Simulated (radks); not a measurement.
Values are calculated unless marked as measured or tabulated.
Spherical quantum dot in the effective-mass picture: electrons in a hard-walled sphere of radius 5.51, with a point charge +1 (a donor) at the centre, all in effective atomic units (hartree* = m*/eps^2 hartree, bohr* = eps/m* bohr), one dielectric constant everywhere. Level of theory: non-relativistic Kohn-Sham, PBE, spin-polarised, spherical densities (a radial shooting solver with Libxc functionals). Levels are named by radial order and angular momentum (1s, 1p, 1d, 2s, ...), and open shells are averaged over m.

N = 4, configuration 1s2 1p(up 2, down 0). This is the lowest configuration that the search found. Occupied levels:

level,occupation,eigenvalue (hartree*),<r> (bohr*)
1s up,1,0.67089,2.368
1s down,1,0.69690,2.072
1p up,2,0.87697,3.381

Energy (hartree*): total 0.837440, kinetic 1.2120, external -2.0161, Hartree 2.5538, exchange-correlation -0.91228.

Electron density:

r (bohr*),n(r) (e/bohr*^3)
0.121,0.2381
0.535,0.1069
0.949,0.05282
1.36,0.02993
1.78,0.01992
2.19,0.01528
2.61,0.01274
3.02,0.01078
3.43,0.008693
3.85,0.006265
4.26,0.003728
4.68,0.001656
5.09,0.0003993
5.50,4.017e-07
